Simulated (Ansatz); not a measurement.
```yaml
crystal:
  periodic: [false, false, false]
  atoms:
    - {symbol: C, position_ang: [0.616210, 0.856988, 1.130275]}
    - {symbol: C, position_ang: [0.418581, -0.182119, 0.314771]}
    - {symbol: Al, position_ang: [-1.073008, -1.268302, -0.078856]}
    - {symbol: C, position_ang: [0.164999, -0.186567, -1.152641]}
    - {symbol: F, position_ang: [0.056198, 1.016045, -1.817832]}
    - {symbol: H, position_ang: [0.585443, 0.739739, 2.208465]}
    - {symbol: H, position_ang: [0.827535, 1.856123, 0.752398]}
    - {symbol: H, position_ang: [-2.382299, -2.051617, 0.314940]}
    - {symbol: H, position_ang: [0.874941, -0.826391, -1.688719]}
basis:
  gaussian: {orbitals: ANO-RCC-VTZP}
magnetization: {spin_polarized: true, initial_magnetization: 2}
hamiltonian: {xc: {name: HF}}
correlation: {method: mp2, frozen_orbitals: {C: 0}}
accuracy: high
output: {forces: true}
```

```sh
$ ansatz run in.yaml --threads 2 --pin off --events-out ev --progress --plain --max-ram 4352MiB
```

Question: How does Ansatz answer? (Best estimate.)

Answer: The calculation gave: The program refused the input.
```
Functional definition: HF
Error: "frozen_orbitals" has no count for Al
```
